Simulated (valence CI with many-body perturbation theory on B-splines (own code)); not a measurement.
## Rb3+: key properties

Calculated by valence CI with perturbative core correlation (CI+MBPT): six valence electrons over a frozen Dirac-Fock core [Ar] 3d10, radial functions for each j: 9 s, 9 p, 8 d, 6 f, 3 g, 1 h, with the one-electron correlation potential Σ1, the two-electron term Σ2, the three-electron term Σ3, Breit, model QED; selected CI, second order for the rest, scaled by the run's own slope (own B-spline code, finite nucleus).

Set against measurement, 34 paired levels are off by 311 cm⁻¹ on average, the worst by 610. Among the levels kept, up to 1700 cm⁻¹ of a level comes from second order outside the variational space, and about a tenth of that is noise between levels of different J, which matters for small intervals.

Rates and lifetimes use the calculated energies. Strong lines usually hold to 10 to 20 %, long lifetimes can be off by a factor of two.

Question: What is the ground level?

Answer: 4s2 4p4 3P_2, composition 91 % 4s2 4p4 3P + 5 % 4s2 4p4 1D, g = 1.476.

Question: What is the ionisation energy?

Answer: 52.162 eV; NIST lists 52.2 ± 0.25 eV (semi-empirical).

Question: What are the static dipole polarisabilities of the lowest levels?

Answer: 4s2 4p4 3P_2 4.89 (tensor 0.065); 4s2 4p4 3P_1 4.95 (tensor -0.029); 4s2 4p4 3P_0 4.92; 4s2 4p4 1D_2 4.97 (tensor -0.12) bohr³, of which the core gives 0.158.

Question: How is the term 3P of the ground level split?

Answer: J = 2 at 0.000, J = 1 at 0.774, J = 0 at 0.862 eV.

Question: Among levels below 26.454 eV, which E1 lines absorb most strongly from the ground level?

Answer: to 4s2 4p3 5s 3S°_1 at 47.71 nm, f = 0.0817; to 4s2 4p3 4d 3P°_1 at 47.25 nm, f = 0.0486; to 4s 4p5 3P°_2 at 74.27 nm, f = 0.0371.

Question: How well does LS coupling describe the low levels?

Answer: Among the lowest 20 levels the leading LS term, summed over configurations, holds 95 % on average. For single configurations the figures are 85 % in LS and 56 % in jj coupling. Terms mix most in the J = 2 level at 22.452 eV, where the leading one holds 80 %.

Question: Where does the other parity begin?

Answer: At 4s 4p5 3P°_2, 16.693 eV.
